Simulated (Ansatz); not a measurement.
C$_{2}$H$_{5}$BBrN (`NB1CC1Br`), 10 atoms. The species carries charge 0 and has multiplicity 1. Correlated methods include outer-core shells of Br, which these sets cover unevenly. Scalar relativity is left out up to krypton. All runs use 4 threads of an Intel Xeon 6975P-C on a shared host. Correlated methods freeze the cores.

Q: How many basis functions does each run have, and how long does it take in Ansatz? RKS PBE0-D4/def2-QZVPP energy; RHF-MP2/def2-QZVPP energy; RKS PBE0-D4/def2-TZVP frequencies; RHF-CCSD(T)/def2-SVP energy; RKS PBE0-D4/def2-TZVP relaxation (10 steps); RHF-CCSD(T)/def2-TZVPP energy; RKS ωB97M-V/def2-QZVPP energy; RKS ωB97M-V/def2-TZVPP energy and forces; RKS PBE0-D4/def2-TZVPP energy; RKS ωB97M-V/def2-SVP energy; RKS PBE0-D4/def2-SVP energy; RKS PBE-D4/def2-TZVPP energy and forces. (Best estimate.)

A: The calculation gave: Other jobs shared the machine, so times are rough.

```json
{"level": "RKS PBE0-D4/def2-SVP", "job": "energy", "functions": "113", "wall time": "0.8 s", "peak host memory (GiB)": "0.47"}
{"level": "RKS PBE-D4/def2-TZVPP", "job": "energy and forces", "functions": "242", "wall time": "1.4 s", "peak host memory (GiB)": "0.32"}
{"level": "RKS PBE0-D4/def2-TZVPP", "job": "energy", "functions": "242", "wall time": "1.8 s", "peak host memory (GiB)": "0.64"}
{"level": "RKS ωB97M-V/def2-SVP", "job": "energy", "functions": "113", "wall time": "2.5 s", "peak host memory (GiB)": "0.47"}
{"level": "RHF-CCSD(T)/def2-SVP", "job": "energy", "functions": "113", "wall time": "4.7 s", "peak host memory (GiB)": "0.62"}
{"level": "RKS PBE0-D4/def2-QZVPP", "job": "energy", "functions": "467", "wall time": "5.5 s", "peak host memory (GiB)": "1.8"}
{"level": "RKS ωB97M-V/def2-TZVPP", "job": "energy and forces", "functions": "242", "wall time": "6.5 s", "peak host memory (GiB)": "0.9"}
{"level": "RKS ωB97M-V/def2-QZVPP", "job": "energy", "functions": "467", "wall time": "11 s", "peak host memory (GiB)": "2.1"}
{"level": "RHF-MP2/def2-QZVPP", "job": "energy", "functions": "467", "wall time": "16 s", "peak host memory (GiB)": "3"}
{"level": "RKS PBE0-D4/def2-TZVP", "job": "relaxation (10 steps)", "functions": "202", "wall time": "25 s", "peak host memory (GiB)": "0.6"}
{"level": "RHF-CCSD(T)/def2-TZVPP", "job": "energy", "functions": "242", "wall time": "56 s", "peak host memory (GiB)": "5.5"}
{"level": "RKS PBE0-D4/def2-TZVP", "job": "frequencies", "functions": "202", "wall time": "99 s", "peak host memory (GiB)": "0.6"}
```
